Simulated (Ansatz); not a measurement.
Reaction (redistribution): `[OH][Ti]([OH])([OH])[SH]` + `C[SiH](N)S` → `[OH][Ti]([OH])([SH])[SH]` + `C[SiH](N)O`

Program: Ansatz. Geometries: PBE0-D4/def2-TZVP. ΔE: electronic, gas phase. CCSD(T)/CBS adds triple-zeta CCSD(T) − MP2 to the extrapolated MP2 energy (def2 sets, frozen cores). Functionals use def2-TZVPP. For Ti outer-core shells are correlated without core-valence functions, which leaves a few kJ/mol of doubt a bond. Scalar relativity is left out up to krypton. One conformer a species, not always the lowest.

```csv
species,ωB97M-V energy (Eh)
`[OH][Ti]([OH])([OH])[SH]`,-1475.91496
`C[SiH](N)S`,-784.79894
`[OH][Ti]([OH])([SH])[SH]`,-1798.84375
`C[SiH](N)O`,-461.87541
```

**Question.** Work out ΔE.

**Answer.** ΔE = (-1798.84375) + (-461.87541) − (-1475.91496) − (-784.79894) = -0.00526 Eh = -0.14 eV. CCSD(T)/CBS gives -0.21 eV.

Largest T1 diagnostic among the species: 0.026, so the coupled-cluster value is less sure than usual.

In def2-TZVPP, CCSD(T) changes the Hartree–Fock value by −0.07 eV (the triples alone add −0.06 eV) and MP2 by −0.13 eV.
